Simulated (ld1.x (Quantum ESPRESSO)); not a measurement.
**Logarithmic derivatives: manganese, PAW**

* Element: manganese
* Generator: ld1.x (Quantum ESPRESSO) 7.5
* Type: PAW
* Functional: PBE
* Relativity: scalar-relativistic
* Frozen core: [Ar]
* Valence charge: 7
* Reference configuration: 3d5 4s0 4p0 (charge +2)
* Partial waves: 4s (bound, empty): rcut 1.52, rcutus 1.62 bohr; 4s channel at -0.35 Ry: rcut 1.52, rcutus 1.62 bohr; 4p (bound, empty): rcut 1.80, rcutus 2.45 bohr; 4p channel at 0.4 Ry: rcut 1.80, rcutus 2.45 bohr; 3d (bound): rcut 1.10, rcutus 1.50 bohr; 3d channel at -1.25 Ry: rcut 1.10, rcutus 1.50 bohr
* Local potential: all-electron potential smoothed inside 1.80 bohr (lloc = -1)
* Core correction: Bessel-smoothed model core, default radius (core density twice the valence density)
* Augmentation charge: BESSEL, radius 1.20 bohr

The phase is arctan(r·u′/u) with u = r·R(r), unwrapped; energies in Ry, scanned from -4 to 5 Ry. A pole is an energy at which the radial function vanishes at the test radius. The pseudo phase is shifted by a multiple of π to meet the all-electron one at the reference energy, and phase errors are pseudo minus all-electron; the curves can meet again beyond the range given. Levels narrower than the energy grid can be missing from the lists of poles.

| channel | radius (bohr) | reference energy (Ry) | poles, all-electron | poles, pseudo | unbroken range about the reference energy with phases within 0.05 rad | phase error 1 Ry above the reference energy (rad) |
| --- | --- | --- | --- | --- | --- | --- |
| s | 2.65 | -1.43 | 0.26 | 0.26 | the whole range | +0.000 |
| p | 2.65 | -1.02 | 1.22 | 1.21, 4.64 | below 2.9 | -0.000 |
| d | 2.65 | -1.79 | -1.67, 2.84 | -1.67, 2.85 | the whole range | -0.000 |

Note: ghost state, extra bound levels that the all-electron valence spectrum of the same l lacks: s at -102.7 eV. A true bound ghost makes a file unfit for plane-wave use.

Phases in the s channel:

```tsv
E (Ry)	all-electron	pseudo
-4.00	1.302	1.302
-3.52	1.261	1.261
-3.04	1.197	1.197
-2.56	1.079	1.079
-2.08	0.790	0.790
-1.60	-0.139	-0.140
-1.12	-1.081	-1.081
-0.64	-1.378	-1.378
-0.16	-1.504	-1.504
0.32	-1.579	-1.579
0.80	-1.634	-1.635
1.28	-1.685	-1.685
1.76	-1.739	-1.739
2.24	-1.808	-1.808
2.72	-1.917	-1.917
3.20	-2.136	-2.136
3.68	-2.742	-2.741
4.16	-3.801	-3.800
4.64	-4.267	-4.266
```
